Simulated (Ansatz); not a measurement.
C₃H₁₁NO₃Zr (`CC(C)[NH][Zr]([OH])([OH])[OH]`), 19 atoms. The species carries charge 0 and has multiplicity 1. Correlated methods include outer-core shells of Zr, which these sets cover unevenly. Zr takes the def2 core potential. Hardware: A = 4 threads of an AMD EPYC 7R13 on a shared host; B = 4 threads of an AMD EPYC 7R13 on a shared host and a share of an NVIDIA H100 80 GB. Correlated methods freeze the cores.

Task: How many basis functions does each run have, and how long does it take in Ansatz? RKS PBE0-D4/def2-TZVPP energy [B]; direct RPA on PBE orbitals/def2-TZVPP energy [B]; RKS ωB97M-V/def2-SVP energy [A]; RKS PBE0-D4/def2-TZVP relaxation (31 steps) [B]; RKS ωB97M-V/def2-QZVPP energy [B]; RKS r2SCAN0-D4/def2-TZVPP energy [B]; RKS CAM-B3LYP-D4/def2-TZVPP energy [B]; RKS PBE0-D4/def2-SVP energy [A]; RKS PBE0-D4/def2-QZVPP energy [B]; RHF-CCSD(T)/def2-SVP energy [B]; RHF-CCSD(T)/def2-TZVPP energy [B]; RHF-MP2/def2-QZVPP energy [B]. (Estimate.)

Result: Ansatz gave: Other jobs shared the machine, so times are rough.

| level | job | functions | wall time | peak host memory (GiB) |
| --- | --- | --- | --- | --- |
| RKS PBE0-D4/def2-SVP | energy [A] | 184 | 3 s | 0.83 |
| RKS PBE0-D4/def2-TZVPP | energy [B] | 427 | 3.9 s | 0.93 |
| RKS r2SCAN0-D4/def2-TZVPP | energy [B] | 427 | 4.8 s | 0.98 |
| RKS CAM-B3LYP-D4/def2-TZVPP | energy [B] | 427 | 5.5 s | 0.95 |
| RKS PBE0-D4/def2-QZVPP | energy [B] | 810 | 6 s | 1.4 |
| RHF-CCSD(T)/def2-SVP | energy [B] | 184 | 6.5 s | 0.83 |
| RHF-MP2/def2-QZVPP | energy [B] | 810 | 8 s | 1.5 |
| direct RPA on PBE orbitals/def2-TZVPP | energy [B] | 427 | 8.5 s | 2.1 |
| RKS ωB97M-V/def2-QZVPP | energy [B] | 810 | 8.5 s | 1.5 |
| RKS ωB97M-V/def2-SVP | energy [A] | 184 | 11 s | 0.93 |
| RHF-CCSD(T)/def2-TZVPP | energy [B] | 427 | 31 s | 0.9 |
| RKS PBE0-D4/def2-TZVP | relaxation (31 steps) [B] | 323 | 59 s | 0.97 |
